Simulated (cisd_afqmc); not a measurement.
Input (X2C-AFQMC/CISD/cc-pwCVTZ-DK; cisd_afqmc is a phaseless AFQMC code with CISD trial states that reads the integrals written by Ansatz): The .json basis holds the Basis Set Exchange's core-valence set for the 3d metal and cc-pVXZ-DK of the same size for its partners.

Ansatz 0.2 input:
```python
import cisd_afqmc

open("ham.yaml", "w").write("""\
crystal:
  periodic: [false, false, false]
  atoms:
    - {symbol: Zn, position_ang: [-0.00000000, -0.00000000, -0.71822900]}
    - {symbol: H, position_ang: [-0.00000000, -0.00000000, -2.23760155]}
    - {symbol: Cl, position_ang: [0.00000000, 0.00000000, 1.39908657]}
basis:
  gaussian:
    orbitals: cc-pwCVTZ-DK.json
magnetization: {spin_polarized: false}
correlation: {method: ccsd, frozen_orbitals: {Cl: 5, H: 0, Zn: 5}, hamiltonian_folder: ham}
""")
rep = cisd_afqmc.ansatz("ham.yaml")
e_ccsd = rep["correlation"]["coupled_cluster"]["energy"]["hartree"]
out = cisd_afqmc.run("ham", e_ccsd, trial="CISD", walkers=100, populations=8, threads=8, dt=0.005, steps=40, early=36, settle=10, least=32,
    cut=5e-5, rank_cut=2e-4, target=0.0006, seconds=3000, seed=4, memory=17280, gpu=False)
```

Output:

```
orbitals 140, occupied [14], factors 826 of 927, rank of the doubles 724 of 1764
E(HF) = -2255.830948
E(CCSD) on the cut factors = -2256.959415, shift to the whole factors -0.000005
Energy of the trial state on the determinant = -2256.959374
  tau behind 10.8 of longer steps, mean of the populations' last blocks
   2.0  -2256.99205
   4.0  -2256.99039
   6.0  -2256.99013
   8.0  -2256.98695
  10.0  -2256.98837
  12.0  -2256.99082
  14.0  -2256.99064
  16.0  -2256.99184
  18.0  -2256.98632
  20.0  -2256.99054
blocks 793 (0 outliers left out), error by blocks joined: 1: 0.00055, 2: 0.00059, 4: 0.00062, 8: 0.00063, 16: 0.00067
E(AFQMC/CISD) = -2256.98956 +/- 0.00067
```
